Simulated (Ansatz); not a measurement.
Reaction (ligand exchange at the Si–O bond): `CBO[SiH2][SiH3]` + CH₃OH → `CO[SiH2][SiH3]` + `CBO`

Isolated molecules relaxed with PBE0-D4/def2-TZVP in Ansatz; ΔE leaves out vibrations. CCSD(T)/CBS adds triple-zeta CCSD(T) − MP2 to the extrapolated MP2 energy (def2 sets, frozen cores). This one scheme is used for every species. Functionals use def2-TZVPP. B3LYP here is the variant with VWN-RPA as its local correlation; programs differ in this. HSE06 is defined as in plane-wave codes. Each species was taken in one conformer, which may not be the lowest.

| level | ΔE (kcal/mol) | difference from CCSD(T)/CBS |
| --- | --- | --- |
| LDA (SPW92) | -3.6 | -1.3 |
| revPBE-D4 | -2.6 | -0.3 |
| BLYP-D4 | -2.5 | -0.2 |
| r2SCAN-D4 | -2.8 | -0.5 |
| B97M-V | -3.0 | -0.7 |
| B3LYP-D4 | -2.3 | 0.0 |
| r2SCANh-D4 | -2.6 | -0.3 |
| r2SCAN0-D4 | -2.5 | -0.2 |
| HSE06-D4 | -2.5 | -0.2 |
| BHLYP-D4 | -2.0 | 0.3 |
| CAM-B3LYP-D4 | -2.7 | -0.4 |
| ωB97X-V | -2.7 | -0.4 |
| ωB97M-V | -2.8 | -0.5 |
| B2PLYP | -3.3 | -1.0 |
| PBE-QIDH | -2.9 | -0.6 |
| BLYP | -3.9 | -1.6 |
| PBE0 | -3.2 | -0.9 |
| B3LYP | -3.5 | -1.2 |
| r2SCANh | -2.9 | -0.6 |
| r2SCAN0 | -2.8 | -0.5 |
| HSE06 | -3.2 | -0.9 |
| BHLYP | -3.1 | -0.8 |
| CAM-B3LYP | -3.5 | -1.2 |
| LC-ωPBE | -3.4 | -1.1 |
| RPA@PBE/def2-TZVPP | -2.7 | -0.4 |
| HF/def2-SVP | -3.3 | -1.0 |
| MP2/def2-SVP | -4.4 | -2.1 |
| CCSD/def2-SVP | -4.1 | -1.8 |
| CCSD(T)/def2-SVP | -4.2 | -1.9 |
| HF/def2-TZVPP | -2.6 | -0.3 |
| MP2/def2-TZVPP | -2.9 | -0.6 |
| SCS-MP2/def2-TZVPP | -2.9 | -0.6 |
| CCSD/def2-TZVPP | -2.7 | -0.4 |
| CCSD(T)/def2-TZVPP | -2.7 | -0.4 |
| HF/def2-QZVPP | -2.5 | -0.2 |
| MP2/def2-QZVPP | -2.6 | -0.3 |
| SCS-MP2/def2-QZVPP | -2.6 | -0.3 |
| HF/CBS(def2) | -2.5 | -0.2 |
| MP2/CBS(def2) | -2.5 | -0.2 |
| CCSD/CBS(def2) | -2.3 | 0.0 |
| CCSD(T)/CBS | -2.3 | 0 |

Largest T1 diagnostic among the species: 0.013.

Leaving LDA and LC-ωPBE aside and taking each functional with its dispersion term where it has one, the values spread over 1.3 kcal/mol, from B2PLYP to BHLYP-D4. From BLYP to BHLYP (50 % exact exchange), in def2-TZVPP and without D4, ΔE moves by +0.9 kcal/mol. The D4 term adds +1.2 kcal/mol with B3LYP and +0.7 kcal/mol with PBE0; it sums over pairs of atoms, weighted by their polarisabilities, and B3LYP, whose exchange is more repulsive, gets the larger term.
